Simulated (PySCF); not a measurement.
Telling isomers of C$_{7}$H$_{6}$FO$_{2}$P apart by NMR

- GFN2-xTB geometry
- σ from GIAO-PBE0/pcSseg-1
- code: PySCF 2.14
- one conformer, non-relativistic Hamiltonian, no solvent, equivalent nuclei averaged

Scale: 1H (31.72 ppm) and 13C (186.93 ppm) against TMS (reference shieldings calculated alike). Splittings of carbon signals by F and P are missing where no couplings were computed. Where no couplings were computed, multiplicities follow the n + 1 count of equivalent neighbours, and m marks all less simple cases (inequivalent or close neighbours, rings, F or P nearby). Shifts are as computed. Against solution values, carbons near 30 ppm lie about +3 ppm off and those near 130 ppm about +5 ppm. Of 1211 compounds with measured shifts, 218 miss one by over three times the rms of a fit or turn the order of signals round; such compounds aren't used in these exercises.

(1) Tabulate the signals of `COC(=O)c1cccc(F)p1`, `CC1=C(F)[P@@]1(=O)c1ccco1` and their relative energies.

(2) What is the quickest way to tell COC(=O)c1cccc(F)p1 from CC1=C(F)[P@@]1(=O)c1ccco1?

Results:

(1) 
```tsv
SMILES	carbon types	δC	δH	E rel. (kcal/mol)
COC(=O)c1cccc(F)p1	3×C 3×CH 1×CH3	213.1, 172.3, 167.5, 138.3, 137.4, 130.0, 53.7	8.76 (m, 1H), 7.94 (m, 1H), 7.83 (m, 1H), 4.15 (s, 3H)	0.0
CC1=C(F)[P@@]1(=O)c1ccco1	3×C 3×CH 1×CH3	183.3, 154.6, 147.6, 146.2, 135.1, 119.5, 11.6	7.80 (m, 1H), 7.80 (m, 1H), 6.85 (m, 1H), 2.27 (m, 3H)	50.0
```

Energies are electronic energies at PBE0/pcSseg-1 on these geometries, without zero-point or thermal terms, each for the one conformer computed, which needn't be the lowest.

(2) Both give the same number of carbon signals, with the same numbers of each carbon type, so the positions decide. The first has a methyl carbon bonded to O (CH3) at 53.7 ppm, the second an allylic methyl carbon (CH3) at 11.6 ppm. Their most deshielded carbons lie at 213.1 and 183.3 ppm. In the proton spectra the most deshielded non-exchanging signals are 8.76 (m, 1H) and 7.80 (m, 1H).
